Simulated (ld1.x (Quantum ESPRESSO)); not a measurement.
# bismuth, PAW: configuration errors across variants

| Property | Result |
| --- | --- |
| Element | Bi |
| Generator | ld1.x (Quantum ESPRESSO) 7.5 |
| Type | PAW |
| Functional | PBE |
| Relativity | scalar-relativistic |
| Frozen core | [Xe] 4f14 |
| Valence charge | 15 |
| Reference configuration | 5d10 6s2 6p3 |
| Partial waves | 6s (bound): rcut 1.65, rcutus 1.85 bohr; 6s channel at 0.05 Ry: rcut 1.65, rcutus 1.85 bohr; 6p (bound): rcut 1.90, rcutus 2.20 bohr; 6p channel at 1 Ry: rcut 1.90, rcutus 2.20 bohr; 5d (bound): rcut 1.95, rcutus 2.10 bohr; 5d channel at -1.55 Ry: rcut 1.95, rcutus 2.10 bohr |
| Local potential | all-electron potential smoothed inside 1.70 bohr (lloc = -1) |
| Core correction | Bessel-smoothed model core, default radius (core density twice the valence density) |
| Augmentation charge | PSQ, inside the norm-conserving radii |

All-electron excitation energies from the reference (eV): (1) 5d10 6s2 6p2 7.913; (2) 5d10 6s2 6p1 23.160; (3) 5d10 6s2 6p0 46.502; (4) 5d10 6s2 6p2.5 3.097; (5) 5d10 6s2 6p3.3 -1.094; (6) 5d9 6s2 6p3 33.322; (7) 5d10 6s1 6p3 18.731.

The default core radius of the base comes out at 0.86 bohr.

The overlap operator is not positive definite (basis up to 400 Ry) in “wave 5d channel at -1.55 Ry: rcut 1.95, rcutus 2.10 bohr becomes 5d channel at 0.1 Ry: rcut 1.95, rcutus 2.10 bohr”. Such files are unfit for use, however small their errors in these radial tests.

3 further variants failed, have other tests or too few solved ones, and are left out.

A true bound ghost makes a file unfit for plane-wave use even where its test errors are small: the radial tests pick states by their node count and pass the ghost by.

Errors AE − PS in meV (a dash: test not solved or not reliable):

```csv
change,(1),(2),(3),(4),(5),(6),(7),bound ghosts
base,-3.6,-11,-20,-1.5,+0.6,+197,-4.5,s
type ultrasoft; local potential all-electron potential smoothed inside 1.75 bohr (lloc = -2),-4.2,-18,-60,-1.6,+0.5,–,–,none
"wave 5d channel at -1.55 Ry: rcut 1.95, rcutus 2.10 bohr becomes 5d channel at 0.1 Ry: rcut 1.95, rcutus 2.10 bohr",-3.6,-11,-23,-1.5,+0.5,-68,-5.8,"s (d not tested, overlap not positive)"
local potential all-electron potential smoothed inside 1.45 bohr (lloc = -2),-3.8,-11,-24,-1.5,–,–,–,s
"waves 5d (bound): rcut 1.56, rcutus 1.66 bohr; 5d channel at -1.55 Ry: rcut 1.56, rcutus 1.66 bohr",-3.7,-11,-23,-1.5,+0.6,-87,-6.5,s
local potential all-electron potential smoothed inside 1.86 bohr (lloc = -1),-3.6,-11,-24,-1.5,+0.5,-6.2,-6.1,s
"augmentation BESSEL, radius 1.50 bohr",-3.6,-10,-21,-1.5,+0.6,-47,-6.4,s
```

Question: Give the same row for: core correction Bessel-smoothed model core inside 1.46 bohr.

Answer: -3.6, -11, -21, -1.5, +0.6, +176, -4.6; bound ghosts: s.
